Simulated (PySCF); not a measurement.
[RuCl3]+, triplet: structure and spectrum

Computed with PySCF, UPBE0, basis Ru def2-TZVP with ECP28, Cl def2-TZVP (scalar-relativistic core potentials, no spin–orbit coupling, density fitting).

The structure is a minimum.

Z-matrix (Å, degrees; charge 1 multiplicity 3):
```
Ru
Cl 1 2.0952
Cl 1 2.0952 2 120.00
Cl 1 2.0952 2 120.00 3 180.00
```

```json
{
 "Point group": "D3h",
 "Bond lengths": "Ru–Cl 2.095 Å (×3)",
 "Bond angles": "Cl–Ru–Cl 120.0° (×3)",
 "Dipole moment about the centre of mass": "0.00 D",
 "Principal quadrupole moments (Buckingham, traceless) about the centre of mass": "-11.46, 5.73, 5.73 D Å",
 "Entropy at 298.15 K and 1 bar (electronic part: spin only)": "343.6 J/(mol K)",
 "Zero-point energy": "10.5 kJ/mol",
 "Spin squared ⟨S²⟩": "2.018",
 "Principal polarisabilities": "40.5, 90.3, 90.3 bohr³",
 "Enthalpy at 298.15 K above 0 K": "17.62 kJ/mol",
 "Heat capacity Cp at 298.15 K": "73.7 J/(mol K)",
 "Rotational symmetry number": "6",
 "Highest occupied level (β)": "-13.81 eV",
 "Rotational constants": "0.07321, 0.07321, 0.03661 cm⁻¹",
 "Lowest empty level (α)": "-10.80 eV"
}
```

Harmonic modes (masses in u: Ru 101.904, Cl 34.969):
| symmetry | ω (cm⁻¹) | IR (km/mol, summed over degenerate members) | μ (u) | type |
| --- | --- | --- | --- | --- |
| a2'' | 54 | 0.1 | 52.44 | bend |
| e' | 115 | 0.2 | 38.78 | bend |
| a1' | 445 | 0.0 | 34.97 | stretch |
| e' | 515 | 130 | 45.70 | stretch |

In D3h the vibrations span a2'' + 2e' + a1'. The a1' mode carries no infrared intensity, as symmetry demands.

Charges (e):
```
   atom  Mulliken  Löwdin  polar tensor  spin (Mulliken)  Mayer order to Ru1
    Ru1      1.10   -0.18          1.53             1.62                   –
Cl2,3,4     -0.03    0.39         -0.18             0.13                1.32
```

Mulliken populations on Ru1 (electrons outside its core potential): s 2.45, p 6.20, d 6.24, f 0.02.

Outer orbital energies (eV). α occupied: -18.17, -16.50, -16.49, -16.49, -15.70, -14.47, -14.47, -14.39; empty: -10.80, -10.80, -4.51, -4.37. β occupied: -18.58, -16.59, -16.59, -16.49, -16.49, -15.81, -15.72, -13.81; empty: -10.44, -10.44, -10.21, -10.21.

Formally Ru is in oxidation state +4, d4, with 2 unpaired electrons (the high-spin count would be 4). The Mulliken spin on Ru is 1.62. The polar-tensor charge on Ru, 1.53, is far below the formal one.

Other isomers or separated fragments may lie lower. With open d or f shells other occupations or spin states may lie lower.

The final relaxation and frequency run took 66 s on 4 threads of a shared Arm Neoverse V1 host, with 151 basis functions and 7 gradients; the process peaked at 1.6 GiB. Launch command: `OMP_NUM_THREADS=4 python axn.py task.json out`.
